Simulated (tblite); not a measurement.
C2H9FN2Si2.
SMILES with atom numbers: `[NH2:1][Si@@H:2]1[CH2:3][C@@H:4]([F:5])[SiH2:6][NH:7]1` (hydrogens: H8, H9 on N1; H10 on Si2; H11, H12 on C3; H13 on C4; H14, H15 on Si6; H16 on N7)

Geometry (GFN2-xTB, Å), atoms numbered from 1 in this order:
```xyz
16
C2H9FN2Si2 angstrom
N      2.458   -0.347   -0.268
Si     1.069   -0.282    0.755
C     -0.365   -1.212   -0.066
C     -1.648   -0.453    0.242
F     -2.085   -0.820    1.520
Si    -1.301    1.432    0.269
N      0.374    1.310    0.656
H      2.831   -1.255   -0.492
H      3.215    0.287   -0.076
H      1.288   -0.650    2.161
H     -0.466   -2.246    0.263
H     -0.228   -1.228   -1.147
H     -2.464   -0.763   -0.421
H     -1.533    2.028   -1.051
H     -2.074    2.079    1.327
H      0.921    2.130    0.851
```

Level: GFN2-xTB in tblite, geometry and Hessian alike; calculated harmonic values, unscaled, isolated species. Against measured fundamentals such values can be off by several per cent, at times by over 20. Modes of hydrogen on silicon can be 10 to 20 % off. One conformer, not necessarily the lowest.

Harmonic wavenumbers (cm⁻¹): 71.5, 83.8, 137.3, 192.9, 236.3, 241.3, 325.1, 348.4, 368.4, 501.7, 519.6, 534.2, 555.1, 610.6, 632.8, 678.7, 697.4, 741.1, 761.0, 773.4, 788.5, 854.7, 900.8, 929.7, 950.3, 1048.9, 1129.9, 1138.2, 1181.2, 1283.5, 1306.0, 1463.5, 1521.9, 2197.9, 2221.8, 2279.1, 2903.5, 2987.2, 2998.6, 3479.6, 3512.9, 3515.5.

A = 2835, B = 1408, C = 1103 MHz; mass 136.029 u (most abundant isotopes); point group C1, symmetry number 1.

Task: What is the zero-point energy?

Result: ½Σν̃ = 24802 cm⁻¹ = 296.70 kJ/mol.

Task: Entropy at 298.15 K, 1 bar (ideal gas, RRHO, classical rotation)?

Result: Translation 170.13, rotation 120.00, vibration 107.83: S = 398.0 J/(mol K).

Task: And Cp and H(298.15 K) − H(0)?

Result: Cp = 161.89 J/(mol K), of which vibrations give 128.63 (their classical limit is 42 R = 349.2); H(298.15 K) − H(0) = 28.13 kJ/mol without the zero-point energy, 18.21 from vibrations.

Task: Which modes carry the vibrational entropy at 298.15 K?

Result: 71.5 cm⁻¹: 17.20; 83.8 cm⁻¹: 15.90; 137.3 cm⁻¹: 11.89; 192.9 cm⁻¹: 9.20; 236.3 cm⁻¹: 7.66; 241.3 cm⁻¹: 7.50 J/(mol K); the other 36 give 38.48 together.

Task: What must be added to the electronic energy to get the Gibbs energy at 298.15 K and 1 bar?

Result: ZPE + [H(298.15 K) − H(0)] − T·S = 296.70 + 28.13 − 118.65 = 206.18 kJ/mol.

Task: Blend soft modes into free rotors: weight 1/[1 + (100 cm⁻¹/ν̃)⁴] for the oscillator and the rest for a rotor with moment μB/(μ + B), μ = h/(8π²ν), B = 10⁻⁴⁴ kg m². What vibrational entropy results?

Result: 102.44 J/(mol K) in place of 107.83, which changes −T·S at 298.15 K by +1.61 kJ/mol.

Hindered rotation and anharmonicity are outside this model. Other conformers, if any are populated, would add a mixing term that is left out. The structure is chiral; the term R ln 2 for an equal mix with its mirror image is left out.
